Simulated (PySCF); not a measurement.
# [La2]− at several levels of theory

Computed with PySCF 2.14.0 (density fitting, no spin-orbit coupling) at the geometry relaxed with TPSS:

```xyz
2
[La2]− (doublet)
La    0.0000    0.0000    1.4906
La    0.0000    0.0000   -1.4906
```

```tsv
level	basis	state	HOMO (eV)	gap (eV)	charge on La1 (e)	population of f-type functions on La1 (core shells left out)	dipole about the centre of mass (D)	largest force component (eV/Å)
TPSS	La def2-SVP with ECP46	doublet	0.68	0.33	-0.50	0.02	0.02	0.01
TPSS	La def2-TZVP with ECP46	doublet	0.68	0.33	-0.50	0.02	0.01	0.13
TPSS	La x2c-SVPall	doublet	0.67	0.33	-0.50	0.03	0.00	0.64
```

HOMO and gap are taken over both spins. Charges are Mulliken's, which hang on the basis. The relaxation used the grid (50, 194), these runs (75, 302) or, all-electron (x2c bases, spin-free X2C Hamiltonian), (99, 590).

Question: Order these levels, in the first row's basis, by the HOMO–LUMO gap they give here, smallest first.
A. TPSSh
B. M06-L
C. PBE
D. r2SCAN

Answer: C (0.25 eV), B (0.34 eV), D (0.64 eV), A (0.77 eV).

Question: And their other results?

Answer: 
| level | state | HOMO (eV) | gap (eV) | charge on La1 (e) | population of f-type functions on La1 (core shells left out) | dipole about the centre of mass (D) | largest force component (eV/Å) |
| --- | --- | --- | --- | --- | --- | --- | --- |
| r2SCAN | doublet | 0.55 | 0.64 | -0.50 | 0.02 | 0.46 | 0.04 |
| TPSSh | doublet | 0.50 | 0.77 | -0.50 | 0.02 | 0.06 | 0.15 |
| PBE | doublet | 0.72 | 0.25 | -0.50 | 0.02 | 0.06 | 0.06 |
| M06-L | doublet | 0.76 | 0.34 | -0.50 | 0.02 | 0.00 | 0.15 |

The relaxed state isn't the lowest spin state tried at its geometry. No frequency check is given that shows the relaxed geometry to be a minimum. The relaxed state is spin-contaminated (spin squared 1.15 against 0.75). Open shells may have lower solutions than the one found.

Rows with open f shells in the valence may stand above their lowest state, and their gaps can end on f levels.

The highest filled level of some runs lies above zero, as often for anions with such functionals and bases.

A gap near or under zero over both spins lies within a partly filled shell and is no excitation energy.

Some runs are spin-contaminated.
